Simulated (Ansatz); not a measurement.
`FC1=C(Br)C1` + HCl → `ClC1=C(Br)C1` + H–F  (substitution at a C–F bond)

Calculated with Ansatz (gas phase, PBE0-D4/def2-TZVP geometries, no zero-point term in ΔE). CBS: MP2 limit from def2 TZ/QZ plus the TZ coupled-cluster correction, frozen cores. This one scheme is used for every species. DFT in def2-TZVPP. B3LYP here is the variant with VWN-RPA as its local correlation; programs differ in this. For Br outer-core shells are correlated without core-valence functions, which leaves a few kJ/mol of doubt a bond. Scalar relativity is left out up to krypton.

```json
{"level": "PBE-D4", "ΔE (kJ/mol)": "-35.9", "difference from CCSD(T)/CBS": "8.0"}
{"level": "r2SCAN-D4", "ΔE (kJ/mol)": "-33.1", "difference from CCSD(T)/CBS": "10.8"}
{"level": "PBE0-D4", "ΔE (kJ/mol)": "-36.7", "difference from CCSD(T)/CBS": "7.2"}
{"level": "B3LYP-D4", "ΔE (kJ/mol)": "-34.1", "difference from CCSD(T)/CBS": "9.8"}
{"level": "ωB97X-V", "ΔE (kJ/mol)": "-28.9", "difference from CCSD(T)/CBS": "15.0"}
{"level": "ωB97M-V", "ΔE (kJ/mol)": "-30.7", "difference from CCSD(T)/CBS": "13.2"}
{"level": "B2PLYP", "ΔE (kJ/mol)": "-35.7", "difference from CCSD(T)/CBS": "8.2"}
{"level": "PBE", "ΔE (kJ/mol)": "-32.4", "difference from CCSD(T)/CBS": "11.5"}
{"level": "r2SCAN", "ΔE (kJ/mol)": "-32.2", "difference from CCSD(T)/CBS": "11.7"}
{"level": "PBE0", "ΔE (kJ/mol)": "-33.5", "difference from CCSD(T)/CBS": "10.4"}
{"level": "B3LYP", "ΔE (kJ/mol)": "-28.2", "difference from CCSD(T)/CBS": "15.7"}
{"level": "HF/def2-TZVPP", "ΔE (kJ/mol)": "-20.2", "difference from CCSD(T)/CBS": "23.7"}
{"level": "MP2/def2-TZVPP", "ΔE (kJ/mol)": "-52.2", "difference from CCSD(T)/CBS": "-8.3"}
{"level": "SCS-MP2/def2-TZVPP", "ΔE (kJ/mol)": "-44.5", "difference from CCSD(T)/CBS": "-0.6"}
{"level": "CCSD/def2-TZVPP", "ΔE (kJ/mol)": "-34.9", "difference from CCSD(T)/CBS": "9.0"}
{"level": "CCSD(T)/def2-TZVPP", "ΔE (kJ/mol)": "-38.1", "difference from CCSD(T)/CBS": "5.8"}
{"level": "HF/def2-QZVPP", "ΔE (kJ/mol)": "-20.0", "difference from CCSD(T)/CBS": "23.9"}
{"level": "MP2/def2-QZVPP", "ΔE (kJ/mol)": "-55.5", "difference from CCSD(T)/CBS": "-11.6"}
{"level": "SCS-MP2/def2-QZVPP", "ΔE (kJ/mol)": "-47.5", "difference from CCSD(T)/CBS": "-3.6"}
{"level": "HF/CBS(def2)", "ΔE (kJ/mol)": "-20.0", "difference from CCSD(T)/CBS": "23.9"}
{"level": "MP2/CBS(def2)", "ΔE (kJ/mol)": "-58.0", "difference from CCSD(T)/CBS": "-14.1"}
{"level": "CCSD/CBS(def2)", "ΔE (kJ/mol)": "-40.7", "difference from CCSD(T)/CBS": "3.2"}
{"level": "CCSD(T)/CBS", "ΔE (kJ/mol)": "-43.9", "difference from CCSD(T)/CBS": "0"}
```

Largest T1 diagnostic among the species: 0.010.

In def2-TZVPP, CCSD(T) changes the Hartree–Fock value by −17.9 kJ/mol (the triples alone add −3.2 kJ/mol) and MP2 by −32.0 kJ/mol. The D4 term adds −5.9 kJ/mol with B3LYP and −3.2 kJ/mol with PBE0; it sums over pairs of atoms, weighted by their polarisabilities, and B3LYP, whose exchange is more repulsive, gets the larger term.
